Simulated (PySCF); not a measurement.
# Reading the logs of faulty runs: AlBH4NO

Calculated results; nothing here was measured. The program is PySCF 2.14.0, an open-source quantum chemistry code, run on an isolated molecule that a program drew, which may never have been made. The molecule is AlBH4NO (charge 0, doublet), drawn as the SMILES string `[BH][Al]([NH2])[OH]`.

Each row is a Hartree-Fock (HF) and frozen-core CCSD(T) single point in the cc-pV(D+d)Z basis, meant for a local HF minimum. Run 1 is clean. Each other run has one planted mistake out of seven kinds, and not every kind appears here: one electron removed, one electron added, multiplicity raised by two, geometry at a saddle point, minimal basis STO-3G, one bond length entered in bohr, all coordinates scaled. The reference is restricted for singlets and unrestricted otherwise, and also for a bond in bohr. Adding or removing an electron swaps singlet and doublet. Electrons count all cores. HOMO and LUMO are orbital energies over both spins, the gradient is its largest component, and the lowest frequency (negative if imaginary) is given only where the gradient is small. Bond lengths are over the 7 bonds as drawn. T1 is the CCSD diagnostic: over 0.02 (restricted) or 0.045 (unrestricted) a single reference is doubtful.

Geometry of the clean run:
```xyz
8
AlBH4NO, angstrom
B    -0.1487   -1.6329   -1.3922
Al   -0.3532   -2.1400    0.6074
N    -0.5013   -0.9229    1.8786
O    -0.2983   -3.7896    0.9809
H    -0.4076   -1.3776   -2.5260
H    -0.5338    0.0677    1.7265
H    -0.5610   -1.1069    2.8624
H    -0.3227   -4.2299    1.8123
```

| run | electrons | basis functions | <S^2> | HOMO (eV) | LUMO (eV) | gradient (hartree/bohr) | lowest frequency (cm^-1) | mean bond (Å) | longest bond (Å) | T1 | HF (hartree) | CCSD(T) (hartree) | mistake |
|---|---|---|---|---|---|---|---|---|---|---|---|---|---|
| 1 | 37 | 85 | 0.760 | -8.02 | 1.33 | 1.3e-05 | 178 | 1.3812 | 2.073 | 0.0134 | -398.27071 | -398.79429 | no fault |
| 2 | 37 | 28 | 0.762 | -5.72 | 7.34 | 6.9e-02 | - | 1.3812 | 2.073 | 0.0157 | -393.24020 | -393.40070 | minimal basis STO-3G |
| 3 | 37 | 85 | 0.763 | -8.13 | 1.17 | 6.0e-02 | - | 1.4890 | 2.235 | 0.0162 | -398.23029 | -398.76741 | ? |
| 4 | 37 | 85 | 3.781 | -5.42 | -1.54 | 1.4e-01 | - | 1.3812 | 2.073 | 0.0266 | -398.12311 | -398.62819 | ? |

**Which mistake was planted in run 3, and what did it cost?**

The mean and the longest bond both change by the same factor, 1.078, and the gradient is no longer small. So the mistake is: all coordinates scaled. Subtracting run 1 and multiplying by 627.51 kcal/mol a hartree, the energy moved by 25.4 kcal/mol in HF and 16.9 kcal/mol in CCSD(T).

**Which mistake was planted in run 4, and what did it cost?**

Electrons, basis and geometry are unchanged, and <S^2> is 3.781, beside S(S+1) = 3.75 for a multiplicity of 4. So the mistake is: multiplicity raised by two. Subtracting run 1 and multiplying by 627.51 kcal/mol a hartree, the energy moved by 92.6 kcal/mol in HF and 104.2 kcal/mol in CCSD(T).

